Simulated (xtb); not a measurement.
Te(Me)(OH) (CH₄OTe), SMILES C[Te]O. All values are semi-empirical tight-binding results from xtb (GFN2-xTB unless named), good for trends rather than for accurate numbers. Coordinates come from a GFN2-xTB optimisation. The values are those of a single conformer.

```json
{
  "orbital_gap": "3.88 eV",
  "zero_point_energy": "30.3 kcal/mol",
  "G − E(el) at 298.15 K (modified RRHO)": "11.8 kcal/mol",
  "static polarisability (D4 model)": "59.3 bohr³",
  "solvation energy, GFN2-xTB/ALPB(water)": "-6.0 kcal/mol",
  "solvation energy, GFN2-xTB/ALPB(hexane)": "-4.1 kcal/mol"
}
```
